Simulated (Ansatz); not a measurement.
Li₇H₈⁻ (the lowest singlet isomer of a short search) was relaxed with PBE0-D4 (def2-TZVPD) in Ansatz in these states: charge -1 quintet, charge -1 singlet, charge -1 triplet. The geometries follow in no particular order.

A:

```xyz
15

Li   -0.116   -1.386   -0.351
Li   -2.550    0.019    0.004
Li   -2.154   -0.288    2.655
Li    0.487   -1.152    2.346
Li   -0.569    0.182   -2.595
Li    2.185    0.650   -2.565
Li    2.519   -0.393   -0.099
H     3.329    0.576   -1.268
H    -0.575    0.207    1.510
H     1.339   -1.302    0.819
H     0.471    1.525   -1.563
H    -3.251    0.425    1.522
H     0.661    0.794   -1.255
H    -1.491   -0.523   -1.279
H    -0.284    0.665    2.119
```

B:

| atom | x (Å) | y (Å) | z (Å) |
| --- | --- | --- | --- |
| Li1 | 0.4249 | -0.4117 | -0.0503 |
| Li2 | -0.2140 | 0.0422 | -2.4874 |
| Li3 | -2.0530 | -1.6472 | -2.4242 |
| Li4 | -1.7281 | -1.7932 | 0.0505 |
| Li5 | 1.7334 | 1.7883 | -0.0515 |
| Li6 | 1.8805 | 1.8143 | 2.4444 |
| Li7 | 0.2532 | -0.0806 | 2.4827 |
| H8 | 0.8306 | 1.0824 | 3.6859 |
| H9 | -0.4482 | -1.4287 | -1.3078 |
| H10 | -0.8163 | -0.9726 | 1.3558 |
| H11 | 2.3111 | 2.9576 | 1.1456 |
| H12 | -1.5018 | -0.4314 | -3.6059 |
| H13 | 1.5655 | 0.3454 | 1.1761 |
| H14 | 0.7819 | 1.0057 | -1.3519 |
| H15 | -3.0197 | -2.2706 | -1.0621 |

C:

Cartesian coordinates in Å:
```
Li -0.382 -0.527 -0.758
Li -1.863 1.409 0.231
Li -2.919 -0.144 1.966
Li -0.751 -1.465 1.671
Li 0.910 1.687 -1.353
Li 3.148 0.458 -1.514
Li 2.022 -1.190 0.085
H 3.648 -0.910 -0.534
H -1.734 -0.461 0.418
H 0.339 -1.862 0.265
H 2.515 2.022 -1.999
H -3.258 1.449 1.308
H 1.284 -0.159 -1.309
H -0.835 1.175 -1.255
H -2.123 -1.482 2.778
```

Question: Judge from the bond lengths which geometry belongs to which state (an estimate).

Answer: A is the charge -1 quintet (Li1–H9 2.493 Å, Li1–H13 2.485 Å, Li2–H9 2.490 Å); B is the charge -1 singlet (Li1–H9 1.838 Å, Li1–H13 1.838 Å, Li2–H9 1.900 Å); C is the charge -1 triplet (Li1–H9 1.793 Å, Li1–H13 1.793 Å, Li2–H9 1.884 Å).

At PBE0-D4/def2-TZVPD the highest occupied level of the charge -1 triplet lies above zero (up to 0.31 eV). It is a level of α spin, whose loss leaves a doublet; that state wasn't run at this geometry and level. The electron is either unbound and held by the finite basis, or the level is raised by self-interaction error. At PBE0-D4/def2-TZVPD a singlet lies 4.55 eV below the charge -1 quintet. At PBE0-D4/def2-TZVPD a singlet lies 3.12 eV below the charge -1 triplet. In the quintet, H9 and H15 lie 0.82 Å apart, H11 and H13 lie 0.82 Å apart (atoms count from 1), so H2 has formed as a molecule. These are the stationary points nearest to one start from a short search; other shapes may lie lower in each state.
